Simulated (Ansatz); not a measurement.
The same path of FGeH3 (5 atoms, charge 0, multiplicity 1) was run twice with different band settings. Lost on the way: Ge1–H2, Ge1–H3. Made: H2–H3.

Level of theory: Ansatz 0.2.0, RKS revPBE/def2-SVPD.

Relaxed end points:

```xyz
5
Properties=species:S:1:pos:R:3
Ge 0.293 -0.065 0.207
H 0.243 0.017 1.752
H 1.733 0.017 -0.354
F -0.548 1.402 -0.388
H -0.505 -1.266 -0.357
```

```xyz
5
Properties=species:S:1:pos:R:3
Ge 0.105 -0.098 -0.945
H 1.061 -0.228 1.338
H 1.624 0.103 0.920
F -0.812 1.405 -0.484
H -0.763 -1.075 0.031
```

Common settings: movable images 5; climbing image yes; optimiser quadratic models (default); start path through a guess of the saddle point; force threshold 0.05 eV/Å; iteration limit 60; end points relaxed.

| run | spring |
| --- | --- |
| 1 | 5.0 eV/Å² |
| 2 | 0.1 eV/Å² |

What does each run give, and how far can it be trusted?

Run 1: converged after 11 iterations, highest image 2.311 eV above the first end. A vibrational analysis at the climbing image gives one clearly imaginary mode, 1036i cm⁻¹: a first-order saddle point.
Run 2: converged after 11 iterations, highest image 2.311 eV above the first end. Another band between the same ends (5 images) ends at a top of the same energy, where a vibrational analysis finds 1 clearly imaginary mode.
The orbitals stay closed-shell, which can raise the energy where a bond breaks towards radicals; this wasn't checked here.
